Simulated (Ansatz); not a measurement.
Results of the Gaussian-basis code of Ansatz.

CH$_{5}$BrHfO$_{2}$ (`[CH3][Hf]([OH])([OH])[Br]`) at its PBE0-D4/def2-TZVP geometry, where that method's forces vanish. Charge 0, multiplicity 1. Hf takes the def2 core potential.

```tsv
atom	x (Å)	y (Å)	z (Å)
C1	-1.270	-0.773	-0.515
Hf2	0.660	0.208	-0.065
O3	0.248	2.065	0.056
O4	1.228	-0.563	1.583
Br5	2.235	-0.317	-1.979
H6	-1.685	-0.403	-1.459
H7	-1.145	-1.857	-0.607
H8	-2.016	-0.591	0.267
H9	0.175	2.988	0.272
H10	1.570	-0.757	2.449
```

(1) For each bond, give half the difference of the two atoms' forces along it (eV/Å; positive pushes the atoms apart) under PBE-D4, r2SCAN-D4, B3LYP-D4, ωB97M-V in def2-TZVPP. (Estimate.)

Answers

(1) The calculation gave: 
| bond | length (Å) | PBE-D4 | r2SCAN-D4 | B3LYP-D4 | ωB97M-V |
| --- | --- | --- | --- | --- | --- |
| C1–Hf2 | 2.211 | -0.04 | -0.01 | 0.10 | 0.00 |
| C1–H6 | 1.096 | 0.12 | -0.01 | -0.06 | -0.05 |
| C1–H7 | 1.096 | 0.12 | -0.01 | -0.06 | -0.05 |
| C1–H8 | 1.095 | 0.11 | -0.01 | -0.06 | -0.05 |
| Hf2–O3 | 1.906 | -0.05 | 0.07 | 0.13 | 0.10 |
| Hf2–O4 | 1.906 | -0.05 | 0.07 | 0.13 | 0.10 |
| Hf2–Br5 | 2.533 | -0.02 | 0.00 | 0.07 | 0.01 |
| O3–H9 | 0.951 | 0.34 | -0.01 | -0.08 | -0.09 |
| O4–H10 | 0.951 | 0.34 | -0.02 | -0.08 | -0.09 |

B3LYP here is the variant with VWN-RPA as its local correlation; programs differ in this.
